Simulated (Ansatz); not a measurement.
Isolated molecules relaxed with PBE0-D4/def2-TZVP in Ansatz; ΔE leaves out vibrations. CCSD(T)/CBS is the MP2 limit (def2-TZVPP, def2-QZVPP) plus CCSD(T) − MP2 in def2-TZVPP, frozen cores. This one scheme is used for every species. DFT in def2-TZVPP. For Br outer-core shells are correlated without core-valence functions, which leaves a few kJ/mol of doubt a bond. Scalar relativity is left out up to krypton. Each species was taken in one conformer, which may not be the lowest.

Reaction (ligand exchange at a B–C bond): `O=CBBr` + HCl → `ClBBr` + `C=O`

`O=CBBr`:

Z-matrix (Å, degrees):
```
C
B 1 1.578
O 1 1.210 2 117.0
H 1 1.113 2 122.7 3 176.4
Br 2 1.892 1 117.4 3 -111.2
H 2 1.188 1 123.2 3 64.8
```

HCl:

Cartesian coordinates in Å:
```
Cl -0.615 0.091 0.151
H 0.615 -0.091 -0.151
```

`ClBBr`:

Z-matrix (Å, degrees):
```
B
Cl 1 1.730
Br 1 1.896 2 121.0
H 1 1.186 2 120.0 3 180.0
```

`C=O`:

```xyz
4

C     0.001    0.004   -0.002
O    -0.200   -1.049    0.526
H     0.950    0.225   -0.531
H    -0.751    0.819    0.007
```

```
             level  ΔE (eV)
           ωB97M-V    -1.01
SCS-MP2/def2-QZVPP    -1.03
```

Q: What does CCSD(T)/CBS give? (Best estimate.)

A: Ansatz gave: -0.99 eV. The listed levels differ from it by -0.02, -0.04 eV.

Largest T1 diagnostic among the species: 0.015.

From BLYP to BHLYP (50 % exact exchange), in def2-TZVPP and without D4, ΔE moves by −0.04 eV. At CCSD(T), def2-SVP lies −0.12 eV from the extrapolated value and def2-TZVPP −0.00 eV.
